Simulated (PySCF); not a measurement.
Cards and structures have been mixed up. Pair them.

Structures:
1. `C[C]1CC[C@]1(F)CF` [radical]
2. `S(C[S@@](=O)C=C)C`
3. `C[Si+](CF)CC(F)(F)F`

Card P (geometry GFN2-xTB):
- Rotational constants A, B, C: 1.839, 0.895, 0.694 GHz
- Static isotropic polarisability (PBE0/def2-SVPD): 72.1 au
- Strongest line among the 6 lowest singlet transitions (TDDFT PBE0/def2-SVPD): S3 at 5.49 eV (226 nm, f = 0.028)
- 13C chemical shifts (computed TMS as zero) by class (GIAO PBE0/pcSseg-1): 131.1 (1 C), 93.4 (1 C), 40.5 (1 C), 18.8 (1 C) ppm
- Lowest singlet excitation (TDDFT PBE0/def2-SVPD): 4.38 eV (283 nm, f = 0.000)

Card Q (geometry GFN2-xTB):
* Rotational constants A, B, C: 4.006, 1.017, 0.916 GHz
* Static isotropic polarisability (PBE0/def2-SVPD): 97.1 au
* Point group: C1
* Strongest line among the 6 lowest singlet transitions (TDDFT PBE0/def2-SVPD): S1 at 4.69 eV (264 nm, f = 0.068)
* HOMO energy (PBE0/def2-SVPD): -6.53 eV
* Dipole moment (PBE0/def2-SVPD): 2.65 D
* Lowest triplet excitation (Tamm–Dancoff) (TDA PBE0/def2-SVPD): 4.04 eV

Card R (geometry GFN2-xTB):
* Rotational constants A, B, C: 2.251, 1.764, 1.680 GHz
* Largest isotropic hyperfine couplings (means over sets of like nuclei) (unrestricted B3LYP/pcH-1): 19F +222.2, 1H +113.7, 1H +113.6, 13C +93.3, 1H +72.6 (×3) MHz
* Isotropic g value (unrestricted B3LYP/pcH-1, mean-field spin–orbit): 2.00252
* Point group: C1

Each SMILES stands for a single optimised conformer of the isolated species, non-relativistic unless stated. Electronic properties by PySCF. Hyperfine couplings of like nuclei are means over topologically equivalent atoms, whose single values can differ widely in one geometry; on GFN2-xTB geometries they can lie far from the values at a DFT minimum. NMR classes are plain means over equivalent atoms (diastereotopic ones count apart unless rotation or inversion swaps them), as if these changed places fast.

**Question.** Which card belongs to which structure?

**Answer.** P = 3, Q = 2, R = 1. What ties each card to its structure:
- 1 (card R), C6H9F2, monoisotopic mass 119.1 u, 8 heavy atoms: an asymmetric top with C = 1.680 GHz, the highest such constant on the cards; an open shell with its largest isotropic coupling to 19F.
- 2 (card Q), C4H8OS2, monoisotopic mass 136.0 u, 7 heavy atoms: an asymmetric top with C = 0.916 GHz; polarisability 97.1 au for 72 electrons; dipole 2.65 D.
- 3 (card P), [C4H7F4Si]+, monoisotopic mass 159.0 u, 9 heavy atoms: 4 C in 4 classes; the least shielded carbon (131.1 ppm) is a CF3 carbon; an asymmetric top with C = 0.694 GHz, the lowest such constant on the cards; polarisability 72.1 au for 80 electrons.
